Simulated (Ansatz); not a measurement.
# Nudged elastic band run: C$_{3}$H$_{3}$GaO

Input:

```yaml
crystal:
  periodic: [false, false, false]
  atoms:
    - { symbol: C, position_ang: [-0.749581, -0.515194, 2.304954] }
    - { symbol: C, position_ang: [-0.068511, -0.210209, 1.329003] }
    - { symbol: C, position_ang: [0.575548, 0.124061, 0.088947] }
    - { symbol: O, position_ang: [1.772927, 0.430566, -0.027817] }
    - { symbol: Ga, position_ang: [-0.044649, 0.252223, -1.811323] }
    - { symbol: H, position_ang: [-1.329302, -0.781265, 3.179488] }
    - { symbol: H, position_ang: [-0.408371, 1.692959, -2.334051] }
    - { symbol: H, position_ang: [0.251928, -0.99315, -2.729202] }
basis:
  gaussian: { orbitals: def2-SVP }
hamiltonian:
  xc: pbe
  dispersion: d4
neb:
  order_check: false
  images: 7
  f_tol: 0.05
  max_iterations: 60
  initial_path: idpp
  optimiser: fire
  climbing: immediate
  final_atoms:
    - { symbol: C, position_ang: [-0.74988063, -0.51316184, 2.30725691] }
    - { symbol: C, position_ang: [-0.07006983, -0.21278562, 1.32919154] }
    - { symbol: C, position_ang: [0.57213168, 0.11869488, 0.08756339] }
    - { symbol: O, position_ang: [1.77192648, 0.4156958, -0.03287509] }
    - { symbol: Ga, position_ang: [-0.04399056, 0.25588496, -1.81175108] }
    - { symbol: H, position_ang: [-1.32793171, -0.77487161, 3.18422467] }
    - { symbol: H, position_ang: [0.23965798, -0.99058457, -2.73156197] }
    - { symbol: H, position_ang: [-0.39185442, 1.70111901, -2.33204936] }
```

Run as:

```bash
$ ansatz run input.yaml --threads 2 --pin off --max-ram 3072MiB --backend cpu --events-out ev --progress --plain --runs-dir out
```

Output, in part (warnings, iteration lines):

```
NEB end point (image 0): max|allowed force component| = 1.172e-2 eV/Å (the criterion of neb.relax_end_points is 1.000e-2)
NEB end point (image 8): max|allowed force component| = 8.121e-3 eV/Å (the criterion of neb.relax_end_points is 1.000e-2)
NEB iter   1: max|band force component| = 1.129e0 eV/Å  barrier→ = 0.4504 eV  barrier← = 0.4504 eV  CI = image 4  Δτ_max = 0.0172 Å  (260 SCF iters)
NEB iter   2: max|band force component| = 1.594e0 eV/Å  barrier→ = 0.4016 eV  barrier← = 0.4016 eV  CI = image 4  Δτ_max = 0.0284 Å  (224 SCF iters)
NEB iter   3: max|band force component| = 2.161e0 eV/Å  barrier→ = 0.3387 eV  barrier← = 0.3387 eV  CI = image 4  Δτ_max = 0.0090 Å  (220 SCF iters)
NEB iter   4: max|band force component| = 6.408e-1 eV/Å  barrier→ = 0.3127 eV  barrier← = 0.3127 eV  CI = image 4  Δτ_max = 0.0113 Å  (229 SCF iters)
NEB iter   5: max|band force component| = 1.673e0 eV/Å  barrier→ = 0.3093 eV  barrier← = 0.3093 eV  CI = image 4  Δτ_max = 0.0016 Å  (227 SCF iters)
NEB iter   6: max|band force component| = 1.388e0 eV/Å  barrier→ = 0.3038 eV  barrier← = 0.3038 eV  CI = image 4  Δτ_max = 0.0029 Å  (195 SCF iters)
NEB iter   7: max|band force component| = 8.909e-1 eV/Å  barrier→ = 0.2961 eV  barrier← = 0.2961 eV  CI = image 4  Δτ_max = 0.0037 Å  (215 SCF iters)
NEB iter   8: max|band force component| = 5.616e-1 eV/Å  barrier→ = 0.2901 eV  barrier← = 0.2902 eV  CI = image 4  Δτ_max = 0.0037 Å  (212 SCF iters)
NEB iter   9: max|band force component| = 7.887e-1 eV/Å  barrier→ = 0.2865 eV  barrier← = 0.2865 eV  CI = image 4  Δτ_max = 0.0035 Å  (211 SCF iters)
NEB iter  10: max|band force component| = 1.081e0 eV/Å  barrier→ = 0.2824 eV  barrier← = 0.2824 eV  CI = image 4  Δτ_max = 0.0040 Å  (211 SCF iters)
NEB iter  11: max|band force component| = 1.098e0 eV/Å  barrier→ = 0.2752 eV  barrier← = 0.2752 eV  CI = image 4  Δτ_max = 0.0050 Å  (194 SCF iters)
NEB iter  12: max|band force component| = 8.143e-1 eV/Å  barrier→ = 0.2638 eV  barrier← = 0.2639 eV  CI = image 4  Δτ_max = 0.0063 Å  (212 SCF iters)
NEB iter  13: max|band force component| = 4.963e-1 eV/Å  barrier→ = 0.2511 eV  barrier← = 0.2511 eV  CI = image 4  Δτ_max = 0.0080 Å  (228 SCF iters)
NEB iter  14: max|band force component| = 7.040e-1 eV/Å  barrier→ = 0.2402 eV  barrier← = 0.2402 eV  CI = image 4  Δτ_max = 0.0097 Å  (228 SCF iters)
NEB iter  15: max|band force component| = 9.008e-1 eV/Å  barrier→ = 0.2278 eV  barrier← = 0.2279 eV  CI = image 4  Δτ_max = 0.0114 Å  (227 SCF iters)
NEB iter  16: max|band force component| = 5.407e-1 eV/Å  barrier→ = 0.2104 eV  barrier← = 0.2104 eV  CI = image 4  Δτ_max = 0.0135 Å  (225 SCF iters)
NEB iter  17: max|band force component| = 5.946e-1 eV/Å  barrier→ = 0.1946 eV  barrier← = 0.1946 eV  CI = image 4  Δτ_max = 0.0158 Å  (225 SCF iters)
NEB iter  18: max|band force component| = 8.657e-1 eV/Å  barrier→ = 0.1805 eV  barrier← = 0.1805 eV  CI = image 4  Δτ_max = 0.0179 Å  (224 SCF iters)
NEB iter  19: max|band force component| = 2.303e-1 eV/Å  barrier→ = 0.1641 eV  barrier← = 0.1641 eV  CI = image 4  Δτ_max = 0.0203 Å  (223 SCF iters)
NEB iter  20: max|band force component| = 6.920e-1 eV/Å  barrier→ = 0.1548 eV  barrier← = 0.1548 eV  CI = image 4  Δτ_max = 0.0214 Å  (221 SCF iters)
NEB iter  21: max|band force component| = 2.143e-1 eV/Å  barrier→ = 0.1449 eV  barrier← = 0.1450 eV  CI = image 4  Δτ_max = 0.0220 Å  (223 SCF iters)
NEB iter  22: max|band force component| = 6.241e-1 eV/Å  barrier→ = 0.1439 eV  barrier← = 0.1439 eV  CI = image 4  Δτ_max = 0.0050 Å  (220 SCF iters)
NEB iter  23: max|band force component| = 3.036e-1 eV/Å  barrier→ = 0.1425 eV  barrier← = 0.1425 eV  CI = image 4  Δτ_max = 0.0008 Å  (214 SCF iters)
NEB iter  24: max|band force component| = 1.799e-1 eV/Å  barrier→ = 0.1418 eV  barrier← = 0.1419 eV  CI = image 4  Δτ_max = 0.0013 Å  (154 SCF iters)
NEB iter  25: max|band force component| = 1.305e-1 eV/Å  barrier→ = 0.1414 eV  barrier← = 0.1414 eV  CI = image 4  Δτ_max = 0.0012 Å  (171 SCF iters)
NEB iter  26: max|band force component| = 3.069e-1 eV/Å  barrier→ = 0.1413 eV  barrier← = 0.1414 eV  CI = image 4  Δτ_max = 0.0006 Å  (163 SCF iters)
NEB iter  27: max|band force component| = 2.066e-1 eV/Å  barrier→ = 0.1410 eV  barrier← = 0.1411 eV  CI = image 4  Δτ_max = 0.0010 Å  (147 SCF iters)
NEB iter  28: max|band force component| = 1.205e-1 eV/Å  barrier→ = 0.1407 eV  barrier← = 0.1408 eV  CI = image 4  Δτ_max = 0.0010 Å  (160 SCF iters)
NEB iter  29: max|band force component| = 1.332e-1 eV/Å  barrier→ = 0.1406 eV  barrier← = 0.1406 eV  CI = image 4  Δτ_max = 0.0010 Å  (163 SCF iters)
NEB iter  30: max|band force component| = 1.478e-1 eV/Å  barrier→ = 0.1403 eV  barrier← = 0.1403 eV  CI = image 4  Δτ_max = 0.0012 Å  (157 SCF iters)
NEB iter  31: max|band force component| = 1.056e-1 eV/Å  barrier→ = 0.1398 eV  barrier← = 0.1398 eV  CI = image 4  Δτ_max = 0.0015 Å  (157 SCF iters)
NEB iter  32: max|band force component| = 9.628e-2 eV/Å  barrier→ = 0.1393 eV  barrier← = 0.1394 eV  CI = image 4  Δτ_max = 0.0019 Å  (165 SCF iters)
NEB iter  33: max|band force component| = 1.858e-1 eV/Å  barrier→ = 0.1390 eV  barrier← = 0.1390 eV  CI = image 4  Δτ_max = 0.0023 Å  (168 SCF iters)
NEB iter  34: max|band force component| = 1.622e-1 eV/Å  barrier→ = 0.1384 eV  barrier← = 0.1384 eV  CI = image 4  Δτ_max = 0.0028 Å  (169 SCF iters)
NEB iter  35: max|band force component| = 6.730e-2 eV/Å  barrier→ = 0.1377 eV  barrier← = 0.1378 eV  CI = image 4  Δτ_max = 0.0034 Å  (195 SCF iters)
NEB iter  36: max|band force component| = 1.203e-1 eV/Å  barrier→ = 0.1372 eV  barrier← = 0.1372 eV  CI = image 4  Δτ_max = 0.0039 Å  (211 SCF iters)
NEB iter  37: max|band force component| = 5.963e-2 eV/Å  barrier→ = 0.1365 eV  barrier← = 0.1365 eV  CI = image 4  Δτ_max = 0.0046 Å  (211 SCF iters)
NEB iter  38: max|band force component| = 1.427e-1 eV/Å  barrier→ = 0.1358 eV  barrier← = 0.1358 eV  CI = image 4  Δτ_max = 0.0050 Å  (210 SCF iters)
NEB iter  39: max|band force component| = 7.694e-2 eV/Å  barrier→ = 0.1350 eV  barrier← = 0.1350 eV  CI = image 4  Δτ_max = 0.0053 Å  (211 SCF iters)
NEB iter  40: max|band force component| = 5.260e-2 eV/Å  barrier→ = 0.1340 eV  barrier← = 0.1341 eV  CI = image 4  Δτ_max = 0.0057 Å  (209 SCF iters)
NEB iter  41: max|band force component| = 1.371e-1 eV/Å  barrier→ = 0.1330 eV  barrier← = 0.1331 eV  CI = image 4  Δτ_max = 0.0070 Å  (223 SCF iters)
NEB iter  42: max|band force component| = 2.571e-1 eV/Å  barrier→ = 0.1321 eV  barrier← = 0.1321 eV  CI = image 4  Δτ_max = 0.0087 Å  (229 SCF iters)
NEB iter  43: max|band force component| = 5.529e-1 eV/Å  barrier→ = 0.1318 eV  barrier← = 0.1318 eV  CI = image 4  Δτ_max = 0.0025 Å  (226 SCF iters)
NEB iter  44: max|band force component| = 9.588e-2 eV/Å  barrier→ = 0.1301 eV  barrier← = 0.1301 eV  CI = image 4  Δτ_max = 0.0028 Å  (193 SCF iters)
NEB iter  45: max|band force component| = 4.204e-1 eV/Å  barrier→ = 0.1310 eV  barrier← = 0.1310 eV  CI = image 4  Δτ_max = 0.0005 Å  (193 SCF iters)
NEB iter  46: max|band force component| = 3.244e-1 eV/Å  barrier→ = 0.1306 eV  barrier← = 0.1306 eV  CI = image 4  Δτ_max = 0.0008 Å  (147 SCF iters)
NEB iter  47: max|band force component| = 1.545e-1 eV/Å  barrier→ = 0.1300 eV  barrier← = 0.1301 eV  CI = image 4  Δτ_max = 0.0010 Å  (151 SCF iters)
NEB iter  48: max|band force component| = 5.663e-2 eV/Å  barrier→ = 0.1298 eV  barrier← = 0.1298 eV  CI = image 4  Δτ_max = 0.0000 Å  (158 SCF iters)
NEB iter  49: max|band force component| = 5.692e-2 eV/Å  barrier→ = 0.1298 eV  barrier← = 0.1298 eV  CI = image 4  Δτ_max = 0.0000 Å  (124 SCF iters)
NEB iter  50: max|band force component| = 5.749e-2 eV/Å  barrier→ = 0.1298 eV  barrier← = 0.1298 eV  CI = image 4  Δτ_max = 0.0001 Å  (128 SCF iters)
NEB iter  51: max|band force component| = 5.828e-2 eV/Å  barrier→ = 0.1298 eV  barrier← = 0.1298 eV  CI = image 4  Δτ_max = 0.0001 Å  (133 SCF iters)
NEB iter  52: max|band force component| = 5.924e-2 eV/Å  barrier→ = 0.1298 eV  barrier← = 0.1298 eV  CI = image 4  Δτ_max = 0.0001 Å  (135 SCF iters)
NEB iter  53: max|band force component| = 6.026e-2 eV/Å  barrier→ = 0.1298 eV  barrier← = 0.1298 eV  CI = image 4  Δτ_max = 0.0001 Å  (130 SCF iters)
NEB iter  54: max|band force component| = 6.125e-2 eV/Å  barrier→ = 0.1297 eV  barrier← = 0.1298 eV  CI = image 4  Δτ_max = 0.0001 Å  (133 SCF iters)
NEB iter  55: max|band force component| = 6.216e-2 eV/Å  barrier→ = 0.1297 eV  barrier← = 0.1297 eV  CI = image 4  Δτ_max = 0.0002 Å  (133 SCF iters)
NEB iter  56: max|band force component| = 6.282e-2 eV/Å  barrier→ = 0.1297 eV  barrier← = 0.1297 eV  CI = image 4  Δτ_max = 0.0002 Å  (137 SCF iters)
NEB iter  57: max|band force component| = 6.297e-2 eV/Å  barrier→ = 0.1296 eV  barrier← = 0.1297 eV  CI = image 4  Δτ_max = 0.0003 Å  (136 SCF iters)
NEB iter  58: max|band force component| = 6.232e-2 eV/Å  barrier→ = 0.1296 eV  barrier← = 0.1296 eV  CI = image 4  Δτ_max = 0.0004 Å  (133 SCF iters)
NEB iter  59: max|band force component| = 6.062e-2 eV/Å  barrier→ = 0.1295 eV  barrier← = 0.1295 eV  CI = image 4  Δτ_max = 0.0005 Å  (138 SCF iters)
NEB iter  60: max|band force component| = 5.779e-2 eV/Å  barrier→ = 0.1294 eV  barrier← = 0.1294 eV  CI = image 4  Δτ_max = 0.0006 Å  (135 SCF iters)
Error: NEB band did not converge after 60 iterations: max|band force component| = 5.78e-2 eV/Å (threshold 5.0e-2); raise `neb.max_iterations` in a new run, which can start from the last band evaluated (`neb.initial_path`, with `crystal.atoms` and `neb.final_atoms` set to its first and last images), …
```

It did not converge within its limit. The band didn't meet its force threshold, so its energies are provisional: the largest band force was still 0.06 eV/Å, and over the last iterations the top stayed at 0.13 eV.

Final band (atoms are numbered from 1 in the order of the input):

```json
{"image": "0", "path coordinate (Å)": "0.00", "energy (kcal/mol)": "0.0", "dihedral O4–C3–Ga5–H7 (°)": "-82"}
{"image": "1", "path coordinate (Å)": "0.63", "energy (kcal/mol)": "0.6", "dihedral O4–C3–Ga5–H7 (°)": "-100"}
{"image": "2", "path coordinate (Å)": "1.26", "energy (kcal/mol)": "1.8", "dihedral O4–C3–Ga5–H7 (°)": "-123"}
{"image": "3", "path coordinate (Å)": "1.89", "energy (kcal/mol)": "2.7", "dihedral O4–C3–Ga5–H7 (°)": "-151"}
{"image": "4", "path coordinate (Å)": "2.52", "energy (kcal/mol)": "3.0", "dihedral O4–C3–Ga5–H7 (°)": "180"}
{"image": "5", "path coordinate (Å)": "3.15", "energy (kcal/mol)": "2.7", "dihedral O4–C3–Ga5–H7 (°)": "150"}
{"image": "6", "path coordinate (Å)": "3.78", "energy (kcal/mol)": "1.7", "dihedral O4–C3–Ga5–H7 (°)": "122"}
{"image": "7", "path coordinate (Å)": "4.41", "energy (kcal/mol)": "0.6", "dihedral O4–C3–Ga5–H7 (°)": "99"}
{"image": "8", "path coordinate (Å)": "5.04", "energy (kcal/mol)": "0.0", "dihedral O4–C3–Ga5–H7 (°)": "82"}
```

The run took 11 min on 2 threads of Arm Neoverse V1 (shared host), peak memory 0.15 GiB.
